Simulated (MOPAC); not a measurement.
A run for MOPAC: PM7 on AlCd, 2S+1 = 2, a spin state set in the input, which need not be the lowest, a point of a bond scan (R = 2.655 Å).

```
PM7 1SCF PRECISE CHARGE=0 UHF MS=0.5 THREADS=1
AlCd

Cd     0.00000000 1     0.00000000 1     0.00000000 1
Al     0.00000000 1     0.00000000 1     2.65518700 1
```

Output:

```
*******************************************************************************
 **                                                                           **
 **                              MOPAC v23.2.5                                **
 **                                                                           **
 *******************************************************************************
 ** MOPAC's Digital Object Identifier: https://doi.org/10.5281/zenodo.6511958 **
 **                                                                           **
 ** Please cite the open-source release paper for use of this MOPAC version:  **
 ** J. E. Moussa and J. J. P. Stewart (2026)                                  **
 ** MOPAC: An open-source semiempirical molecular orbital program             **
 ** J. Open Source Softw., 11(119), 8025, https://doi.org/10.21105/joss.08025 **
 *******************************************************************************

                              PM7 CALCULATION RESULTS

 *******************************************************************************
 *  PM7        - The PM7 Hamiltonian to be used
 *  UHF        - UNRESTRICTED HARTREE-FOCK CALCULATION
 *
 *
 *
 *                 CHARGE ON SYSTEM = 0
 *
 *
 *
 *  MS=        - IN MECI, MAGNETIC COMPONENT OF SPIN =  0.5
 *  PRECISE    - TIGHTER CRITERIA TO BE USED
 *  1SCF       - DO 1 SCF AND THEN STOP
 *  THREADS=1  - MULTI-THREADING NOT USED
 *  T=         - A TIME OF 172800.0 SECONDS REQUESTED
 *  DUMP=N     - RESTART FILE WRITTEN EVERY 7200.0 SECONDS REQUESTED
 *******************************************************************************
PM7 1SCF PRECISE CHARGE=0 UHF MS=0.5 THREADS=1
 AlCd

   ATOM   CHEMICAL          X               Y               Z
  NUMBER   SYMBOL      (ANGSTROMS)     (ANGSTROMS)     (ANGSTROMS)

     1      Cd          0.00000000  *   0.00000000  *   0.00000000  *
     2      Al          0.00000000  *   0.00000000  *   2.65518700  *



          CARTESIAN COORDINATES

    NO.       ATOM           X           Y           Z

     1        Cd          0.0000      0.0000      0.0000
     2        Al          0.0000      0.0000      2.6552

 General Reference for PM7:
 "Optimization of Parameters for Semiempirical Methods VI: More Modifications to the
 NDDO Approximations and Re-optimization of Parameters", J. J. P. Stewart, J. Mol. Mod., 1:32, 19 (2013)
 https://link.springer.com/article/10.1007/s00894-012-1667-x

           Empirical Formula: Cd Al  =     2 atoms



      MOLECULAR POINT GROUP   :   C*v


          UHF CALCULATION, NO. OF ALPHA ELECTRONS =    3
                           NO. OF BETA  ELECTRONS =    2

 -------------------------------------------------------------------------------
 PM7 1SCF PRECISE CHARGE=0 UHF MS=0.5 THREADS=1
 AlCd



     1SCF WAS SPECIFIED, SO BFGS WAS NOT USED
     SCF FIELD WAS ACHIEVED


                              PM7 CALCULATION
                                                       MOPAC v23.2.5 Linux




          FINAL HEAT OF FORMATION =        172.91545 KCAL/MOL =     723.47826 KJ/MOL


          COSMO AREA              =         93.72 SQUARE ANGSTROMS
          COSMO VOLUME            =         79.04 CUBIC ANGSTROMS

          IONIZATION POTENTIAL    =          7.320171 EV
          ALPHA SOMO LUMO (EV)    =         -7.320 -2.179
          BETA  SOMO LUMO (EV)    =         -9.661 -1.684
          NO. OF ALPHA ELECTRONS  =          3
          NO. OF BETA  ELECTRONS  =          2
          MOLECULAR WEIGHT        =        139.3915         POINT GROUP:  C*v

          MOLECULAR DIMENSIONS (Angstroms)

            Atom       Atom       Distance
           Al     2   Cd     1     2.65519
           Al     2   Cd     1     0.00000
           Cd     1   Al     2     0.00000


          SCF CALCULATIONS        =          1





   ATOM   CHEMICAL          X               Y               Z
  NUMBER   SYMBOL      (ANGSTROMS)     (ANGSTROMS)     (ANGSTROMS)

     1      Cd          0.00000000  *   0.00000000  *   0.00000000  *
     2      Al          0.00000000  *   0.00000000  *   2.65518700  *

                             CARTESIAN COORDINATES

   1   Cd        0.000000000     0.000000000     0.000000000
   2   Al        0.000000000     0.000000000     2.655187000


           Empirical Formula: Cd Al  =     2 atoms



      MOLECULAR POINT GROUP   :   C*v


          ALPHA EIGENVALUES
 -13.64686 -10.19177  -7.32017  -2.17874  -1.53684   1.54674   2.50217   4.20199
  23.17656  23.18302  23.88311  24.16366  24.59716


           BETA EIGENVALUES
 -13.18661  -9.66086  -1.68382  -1.30708  -0.52830   2.55707   2.92647   4.48181
  23.88894  24.06246  24.10573  24.85051  25.00213


              NET ATOMIC CHARGES AND DIPOLE CONTRIBUTIONS

  ATOM NO.   TYPE          CHARGE      No. of ELECS.   s-Pop       p-Pop       d-Pop
    1         Cd           0.462385        1.5376     1.22351     0.31410
    2         Al          -0.462385        3.4624     1.94629     1.46164     0.05446
 DIPOLE           X         Y         Z       TOTAL
 POINT-CHG.     0.000     0.000    -5.897     5.897
 HYBRID        -0.000    -0.000    -1.927     1.927
 SUM           -0.000    -0.000    -7.824     7.824


          ATOMIC ORBITAL ELECTRON POPULATIONS

     Atom    s        px        py        pz      x^2-y^2     xz        z^2       yz        xy
    1 Cd   1.22351   0.17202   0.00000   0.14209
    2 Al   1.94629   0.81854   0.00000   0.64310   0.00245   0.00944   0.04257   0.00000   0.00000


                    (SZ)    =    0.500000
                    (S**2)  =    0.760273


          ATOMIC ORBITAL SPIN POPULATIONS

    Atom   Total    s     px     py     pz   x^2-y^2  xz     z^2    yz     xy
         Atomic
    1 Cd  0.1462 -0.026  0.172  0.000  0.000
    2 Al  0.8538  0.017  0.819  0.000  0.009 -0.000  0.009  0.000  0.000 -0.000

 **********************
 *                    *
 * JOB ENDED NORMALLY *
 *                    *
 **********************




 == MOPAC DONE ==
```

The run finished.

Cost: around 0.020 core-seconds (rough).
